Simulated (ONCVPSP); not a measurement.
**As: excitation energies, all-electron against ONCV**

```json
{"Element": "As (Z = 33)", "Generator": "ONCVPSP 4.0.1", "Type": "optimised norm-conserving Vanderbilt (ONCV)", "Functional": "PBE", "Relativity": "scalar-relativistic", "Frozen core": "[Ne]", "Valence charge": "23", "Reference configuration": "3s2 3p6 3d10 4s2 4p1 (charge +2)", "Partial waves": "3s+4s: rc 1.15 bohr, ncon 5, nbas 10, qcut 11.5 1/bohr, 2 projectors; 3p+4p: rc 0.85 bohr, ncon 4, nbas 7, qcut 19.7 1/bohr, 2 projectors; 3d: rc 0.65 bohr, ncon 3, nbas 7, qcut 24.2 1/bohr, 3 projectors, debl 2.1 Ha", "Local potential": "polynomial inside 0.55 bohr (lpopt 5, dvloc0 2 Ha)", "Core correction": "Teter function, fcfact 2, rcfact 1.1"}
```

In the d channel the program set the typed energies aside and used -2.276, 0.250, 2.350 Ha.

Energies are relative to the spin-unpolarised reference configuration 3s2 3p6 3d10 4s2 4p1; without spin polarisation the order of configurations can differ from experiment.

```tsv
valence configuration	charge	ΔE all-electron (eV)	error AE − PS (meV)
3s2 3p6 3d10 4s2 4p0	+3	27.703	-2.4
3s1 3p6 3d10 4s2 4p3	+1	174.202	-275
```

What are ΔE and the potential's error for 3s2 3p6 3d10 4s2 4p2?

ΔE = -17.918 eV all-electron; the error (AE − PS) is +1.7 meV.

What are ΔE and the potential's error for 3s2 3p6 3d10 4s2 4p3?

ΔE = -27.068 eV all-electron; the error (AE − PS) is +2.6 meV.
